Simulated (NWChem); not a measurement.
System: C2H6F2Si; SMILES [SiH2](C)C(F)F

```xyz
11

C      1.0475     1.7142     0.0000
Si    -0.6522     0.9326     0.0000
C     -0.4192    -0.9771     0.0000
F      0.2993    -1.3383     1.1008
F      0.2993    -1.3383    -1.1008
H      1.6090     1.3945    -0.8909
H      0.9876     2.8128     0.0000
H      1.6090     1.3945     0.8909
H     -1.4409     1.2909     1.2176
H     -1.4409     1.2909    -1.2176
H     -1.3510    -1.5733     0.0000
```
Atoms are numbered in this order, from 1.

Computed with NWChem. Medium grid unless said otherwise, to which SCAN and Minnesota functionals are sensitive. Geometry: optimised at PBE0/def2-SVP.

Question: Estimate the computed values for r2SCAN/def2-SVP. Quantities: highest occupied level (eV); orbital gap (eV); dipole (D).

Answer: 
```json
{
  "highest occupied level (eV)": "-7.07",
  "orbital gap (eV)": "7.73",
  "dipole (D)": "1.41"
}
```
